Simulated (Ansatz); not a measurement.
Zr2P2 was relaxed with PBE-D4 (def2-SVP) in Ansatz in these states: charge +1 doublet, neutral quintet, neutral triplet. The geometries follow in no particular order.

In the def2 sets Zr takes a core potential; there is no spin–orbit coupling.

A:

```xyz
4

Zr   -0.721    1.338   -0.031
Zr    1.157   -0.970   -0.176
P     0.294    0.129    1.746
P    -0.730   -0.497   -1.540
```

B:

Cartesian coordinates in Å:
```
Zr -1.374 -0.029 -0.303
Zr 1.206 0.717 -0.116
P -0.282 0.528 1.788
P 0.451 -1.216 -1.369
```

C:

```xyz
4

Zr    0.7421    0.8073   -1.0811
Zr   -1.1208    0.1452    1.0459
P    -0.9428   -0.9687   -1.1273
P     1.3215    0.0162    1.1625
```

Question: Judge from the bond lengths which geometry belongs to which state (an estimate).

Answer: A is the charge +1 doublet (Zr1–Zr2 2.979 Å, Zr2–P4 2.376 Å, Zr1–P3 2.376 Å); B is the neutral triplet (Zr1–Zr2 2.692 Å, Zr2–P4 2.424 Å, Zr1–P3 2.424 Å); C is the neutral quintet (Zr1–Zr2 2.904 Å, Zr2–P4 2.449 Å, Zr1–P3 2.449 Å).

At PBE0-D4/def2-TZVP a triplet lies 1.26 eV below the neutral quintet. These are the stationary points nearest to one start from a short search; other shapes may lie lower in each state.
